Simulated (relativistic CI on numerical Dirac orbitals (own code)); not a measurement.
Tm¹⁵⁺: q coefficients and field-shift factors

These numbers are calculated, not measured: Dirac-Coulomb-Breit CI, orbitals from a KLI potential per configuration, derivatives by finite differences, unscaled Slater integrals, QED left out (own radial code, finite nucleus).

CI space (outside the closed core [Ar] 3d10 4p6 4d10): 4s²4f⁸, 4s4f⁹, 4f¹⁰. Levels of other configurations are missing.

With x = (α/α₀)² − 1 an excitation energy changes as ω = ω₀ + qx; K = 2q/ω₀ is the relative enhancement. Terms are leading LS components, so labels can repeat. The field-shift factor is F = δν/δ⟨r²⟩ for the transition from the lowest level.

Lowest level 4s²4f⁸ ⁷F6.

```tsv
Level	ω₀ (cm⁻¹)	q (cm⁻¹)	F (GHz/fm²)
4s²4f⁸ ⁷F5	4321.0	4659	0.202
4s²4f⁸ ⁷F4	6753.7	5755	0.26
4s²4f⁸ ⁷F3	8789.1	7694	0.345
4s²4f⁸ ⁷F2	10194.4	8771	0.394
4s²4f⁸ ⁷F1	11150.3	9690	0.434
4s²4f⁸ ⁷F0	11613.0	10090	0.452
4s²4f⁸ ⁵D4	33320.8	-2056	0.201
4s²4f⁸ ⁵L10	42464.1	-176	0.378
4s²4f⁸ ⁵G6	43498.7	-4551	0.204
4s²4f⁸ ⁵D3	45255.5	9571	0.718
4s²4f⁸ ⁵L9	45702.1	3413	0.53
4s²4f⁸ ⁵G5	46600.8	979.1	0.429
4s²4f⁸ ⁵L8	47318.5	3982	0.559
```

At this charge energies of transitions that change n are usually good to better than 1 %, and those within a shell (Δn = 0) to a few per cent. Terms inside the open d or f shell come out 10 to 20 % too wide with unscaled integrals. Levels and lines within the n = 5 or 6 shells can be off by up to 10 % or somewhat more, and those that change n by about 2 %, since core polarisation is missing.

(1) Which transition from the lowest level has the largest |K|?

## Answers

(1) 4s²4f⁸ ⁷F5 at 4321.0 cm⁻¹, K = 2.16.
